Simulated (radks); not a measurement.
Results of a calculation; reference values are marked as such.
Ionisation of Cs, [Xe] 6s1, to Cs+, [Xe], under several functionals. Dirac Kohn-Sham, spin-unpolarised, spherical densities, point nucleus; a radial shooting solver on a logarithmic mesh with Libxc functionals.

| functional | E(Cs) (hartree) | Exc (hartree) | IE (eV) | -e(HOMO) (eV) | <r> HOMO (bohr) | IE error (eV) |
|---|---|---|---|---|---|---|
| revPBE | -7790.5325 | -192.9357 | 3.798 | 2.028 | 5.785 | -0.096 |
| XLYP | -7791.6011 | -194.0098 | 3.949 | 2.036 | 5.626 | +0.055 |
| HCTH/407 | -7795.0644 | -197.6785 | 4.154 | 2.145 | 5.828 | +0.260 |
| exchange-only LDA | -7778.8852 | -181.1442 | 3.335 | 1.587 | 5.867 | -0.559 |
| BLYP | -7790.9771 | -193.3785 | 3.882 | 2.015 | 5.617 | -0.012 |
| PBEsol | -7787.1475 | -189.5066 | 3.792 | 2.084 | 5.680 | -0.102 |
| LDA (Slater exchange, Perdew-Wang correlation) | -7784.1735 | -186.5004 | 3.996 | 2.225 | 5.544 | +0.102 |
| LDA (Slater exchange, VWN5 correlation) | -7784.1957 | -186.5230 | 3.995 | 2.223 | 5.545 | +0.101 |

NIST Atomic Spectra Database: 3.894 eV (measured). Closest: BLYP. The Delta-SCF values span 0.82 eV, the total energies 16.18 hartree. The highest occupied level is 6s1/2. Spin polarisation and multiplet splitting are left out, so open shells lie too high by an amount that depends on their filling.

Beside tabulated values, note that spin-unpolarised runs miss the spin-polarisation part of the exchange energy of open shells.
